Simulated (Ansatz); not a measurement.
Consider the substitution at a C–C bond: `Cc1cccc(O)c1C` + `COB(O)Br` → `COB(Br)OC` + `Cc1cccc(O)c1`.

Isolated molecules relaxed with PBE0-D4/def2-TZVP in Ansatz; ΔE leaves out vibrations. CCSD(T)/CBS is the MP2 limit (def2-TZVPP, def2-QZVPP) plus CCSD(T) − MP2 in def2-TZVPP, frozen cores. For Br outer-core shells are correlated without core-valence functions, which leaves a few kJ/mol of doubt a bond. Scalar relativity is left out up to krypton. Each species was taken in one conformer, which may not be the lowest.

`Cc1cccc(O)c1C`:

```xyz
19

C     2.180   -0.183    0.549
C     0.689   -0.339    0.499
C     0.063   -1.198    1.396
C    -1.312   -1.366    1.378
C    -2.085   -0.679    0.463
C    -1.467    0.179   -0.435
O    -2.269    0.833   -1.315
C    -0.082    0.364   -0.433
C     0.519    1.307   -1.432
H     2.652   -0.473   -0.395
H     2.603   -0.808    1.335
H     2.475    0.851    0.753
H     0.665   -1.741    2.117
H    -1.786   -2.039    2.084
H    -3.162   -0.790    0.425
H    -1.731    1.393   -1.881
H     0.314    0.993   -2.462
H     0.131    2.326   -1.313
H     1.601    1.371   -1.332
```

`COB(O)Br`:

Cartesian coordinates in Å:
```
C 0.072 -0.377 -1.417
O -0.687 -0.228 -0.235
B -0.203 0.212 0.933
O -1.035 0.310 1.990
Br 1.679 0.713 1.138
H 0.891 -1.085 -1.270
H 0.487 0.580 -1.739
H -0.600 -0.757 -2.185
H -0.604 0.633 2.784
```

`COB(Br)OC`:

Cartesian coordinates in Å:
```
C 1.467 -1.194 -1.061
O 0.051 -1.284 -1.055
B -0.675 -0.430 -0.314
Br -2.602 -0.641 -0.377
O -0.087 0.524 0.434
C -0.786 1.456 1.236
H 1.836 -1.973 -1.727
H 1.794 -0.218 -1.425
H 1.872 -1.349 -0.058
H -0.041 2.087 1.720
H -1.381 0.947 1.998
H -1.448 2.075 0.628
```

`Cc1cccc(O)c1`:

Cartesian coordinates in Å:
```
C 2.252 -0.254 -0.813
C 0.882 -0.135 -0.216
C 0.587 -0.726 1.011
C -0.690 -0.637 1.539
C -1.690 0.041 0.860
C -1.399 0.634 -0.362
O -2.328 1.317 -1.079
C -0.120 0.546 -0.893
H 2.318 -1.136 -1.458
H 3.014 -0.357 -0.039
H 2.497 0.617 -1.424
H 1.363 -1.255 1.553
H -0.913 -1.096 2.495
H -2.690 0.113 1.278
H -3.163 1.307 -0.603
H 0.080 1.022 -1.847
```

```csv
level,ΔE (kJ/mol)
CCSD/def2-TZVPP,54.8
HF/CBS(def2),34.4
```

**Question.** What does CCSD(T)/CBS give? (Best estimate.)

**Answer.** Ansatz gave: +59.7 kJ/mol. The listed levels differ from it by -4.9, -25.3 kJ/mol.

Largest T1 diagnostic among the species: 0.011.

The D4 term adds +6.2 kJ/mol with B3LYP and +3.5 kJ/mol with PBE0; it sums over pairs of atoms, weighted by their polarisabilities, and B3LYP, whose exchange is more repulsive, gets the larger term. In def2-TZVPP, CCSD(T) changes the Hartree–Fock value by +23.0 kJ/mol (the triples alone add +3.0 kJ/mol) and MP2 by +32.1 kJ/mol.

B3LYP here is the variant with VWN-RPA as its local correlation; programs differ in this.
